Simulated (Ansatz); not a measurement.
Gas-phase electronic energies from Ansatz, PBE0-D4/def2-TZVP geometries. CCSD(T)/CBS is the MP2 limit (def2-TZVPP, def2-QZVPP) plus CCSD(T) − MP2 in def2-TZVPP, frozen cores. This one scheme is used for every species, atoms too. For atomizations the MP2-based limit and the directly extrapolated one differ by several kJ/mol either way, and by 10 to 25 for some Ge, Se and Sn compounds, so smaller differences from it don't rank the levels. DFT in def2-TZVPP. Open shells (•) are unrestricted, without spin–orbit coupling. Spin–orbit coupling would lower the free atoms: a little for C, S, Si; clearly for Ga. Bonds to Ga are less sure, by a few kJ/mol each and by 10 to 20 or more in all where they break to atoms, as the def2 sets lack core-valence functions. Scalar relativity is left out up to krypton. Each species was taken in one conformer, which may not be the lowest.

`C[SiH2]S[SiH2][GaH2]` → C• + Ga• + 9 H• + S• + 2 Si•  (atomization)

```csv
level,ΔE (kJ/mol)
BLYP-D4,4228.2
revPBE,4110.5
HF/def2-TZVPP,3229.0
MP2/def2-QZVPP,4265.2
```

(1) What does CCSD(T)/CBS give? (Estimate.)

Largest T1 diagnostic among the species: 0.013.

Results:

(1) Computed: +4312.2 kJ/mol. The listed levels differ from it by -84.0, -201.7, -1083.2, -47.0 kJ/mol.

At CCSD(T), def2-SVP lies −294.6 kJ/mol from the extrapolated value and def2-TZVPP −103.5 kJ/mol: correlation converges slowly with the basis, and small sets miss more of it in the bonded molecule than in its fragments. In def2-TZVPP, CCSD(T) changes the Hartree–Fock value by +979.8 kJ/mol (the triples alone add +50.2 kJ/mol) and MP2 by +975.1 kJ/mol; breaking electron pairs costs correlation energy, which Hartree–Fock lacks. From PBE to PBE0 (25 % exact exchange), in def2-TZVPP and without D4, ΔE moves by −4.2 kJ/mol: exact exchange takes away binding that semilocal exchange gives to molecules.
